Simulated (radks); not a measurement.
Valence configurations of Mg I (all share [Ne]). All-electron calculation, scalar-relativistic Kohn-Sham, BLYP, spin-polarised, spherical densities, finite nucleus; open shells are filled with parallel spins first; Fermi nuclear charge, rms radius 3.057 fm. Program: a radial shooting solver on a logarithmic mesh with Libxc functionals. Energies are relative to 3s2; eigenvalues in eV for spin up.

| valence | E (eV) | moment (Bohr magnetons) | e(3p) | e(3s) |
|---|---|---|---|---|
| 3s2 | 0.000 | 0 | - | -4.572 |
| 3s1 3p1 | 2.958 | 2 | -2.183 | -5.953 |
| 3s1.5 3p0.5 | 1.594 | 1 | -1.749 | -5.341 |
| 3p2 | 6.802 | 2 | -2.773 | - |

NIST lists [Ne] 3s2 as the ground configuration; this level of theory agrees among the configurations tried. The energies are those of spherical high-spin densities, not of single terms.
